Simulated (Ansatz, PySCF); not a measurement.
Process, species as SMILES: C=C[Si](C)(C)C=C [bis(ethenyl)-dimethylsilane] + 2 C (CH4) + 3 [SiH4] (SiH4) -> 2 C=C (C2H4) [ethene] + 4 C[SiH3] [methylsilane]
Each molecule is optimised on its own at B3LYP-D3(BJ)/def2-TZVP (Ansatz, a quantum-chemistry and plane-wave program), one conformer each, not searched for the lowest. Frequencies are from Ansatz or PySCF.

Wanted: bond separation energy (enthalpy at 298 K, with B3LYP-D3(BJ) rigid-rotor harmonic-oscillator terms), in kJ/mol. Valence correlation only, unless marked. No spin-orbit coupling. No relativistic terms. CBS marks a two-point X^-3 extrapolation of the correlation energy; Hartree-Fock from the larger set. The bracket is a focal-point correction in the basis named.

| level | program | bond separation energy (kJ/mol) |
|---|---|---|
| HF/cc-pV(T+d)Z | Ansatz | 10.0 |
| PBE-D3(BJ)/def2-TZVPD | Ansatz + dftd3 | 29.8 |
| PBE0-D3(BJ)/def2-TZVP | Ansatz + dftd3 | 28.2 |
| BHLYP-D3(BJ)/def2-TZVPD | Ansatz + dftd3 | 30.7 |
| BHLYP/def2-TZVPD | Ansatz | 15.4 |
| r2SCANh-D4/def2-TZVPD | Ansatz + dftd4 | 30.2 |
| r2SCAN0-D4/def2-TZVPD | Ansatz + dftd4 | 28.7 |
| HSE06/def2-TZVPD | Ansatz | 17.2 |
| LC-wPBE-D4/def2-TZVPD | Ansatz + dftd4 | 30.0 |
| B2GP-PLYP-D3(BJ)/def2-TZVPD | Ansatz + dftd3 | 35.1 |
| B2GP-PLYP/def2-TZVPD | Ansatz | 27.1 |
| B2PLYP-D4/def2-TZVPD | Ansatz + dftd4 | 34.6 |
| MP2/6-31G* | Ansatz | 46.8 |
| MP2/aug-cc-pV(T+d)Z | Ansatz | 38.6 |
| SCS-MP2/aug-cc-pV(D+d)Z | Ansatz | 46.3 |
| CCSD/6-31G* | Ansatz | 36.5 |
| CCSD/aug-cc-pV(D+d)Z | Ansatz | 40.6 |
| CCSD(T)/cc-pV(T+d)Z | Ansatz | 31.9 |
| CCSD(T) with core electrons (1s frozen past Ne)/cc-pwCVTZ | Ansatz | 32.1 |
| RI-MP2/CBS(cc-pV(T+d)Z,cc-pV(Q+d)Z)+[CCSD(T)-MP2]/cc-pV(D+d)Z | Ansatz | 32.0 |
| RI-MP2/CBS(cc-pV(T+d)Z,cc-pV(Q+d)Z)+[CCSD(T)-MP2]/cc-pV(T+d)Z | Ansatz | 30.9 |
